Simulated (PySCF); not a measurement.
Worked example: oscillator strength and radiative lifetime

Cd(Br)(Et) (C2H5BrCd), SMILES C[CH2][Cd][Br].

Geometry optimised at PBE0-D3(BJ)/def2-SVP. The def2 effective core potentials stand for the cores of Cd; spin–orbit coupling is left out. The values are those of a single conformer.

TDDFT-ωB97X/def2-SVPD run with PySCF puts the first singlet state with f over 0.02 at 6.10 eV (vertical), with the transition dipole (0.340, -0.149, 0.000) in atomic units.

Q: Find the oscillator strength, the wavelength and the radiative lifetime that this transition would have in vacuum if emission retraced absorption.

A: 
|μ|² = 0.1378 au, so |μ| = 0.94 D. ΔE = 6.10/27.211 = 0.2242 hartree. f = (2/3) ΔE |μ|² = 0.021 (the program prints 0.021).
λ = 1239.84/6.10 = 203 nm; ν = 49200 cm⁻¹.
Einstein's coefficient A = 0.6670 ν² f s⁻¹ (ν in cm⁻¹) = 3.3e7 s⁻¹, so τ = 1/A = 30 ns. This state is S1. The figure is the radiative limit of this one transition; relaxation, internal conversion, crossing to triplets and a medium change what is measured.
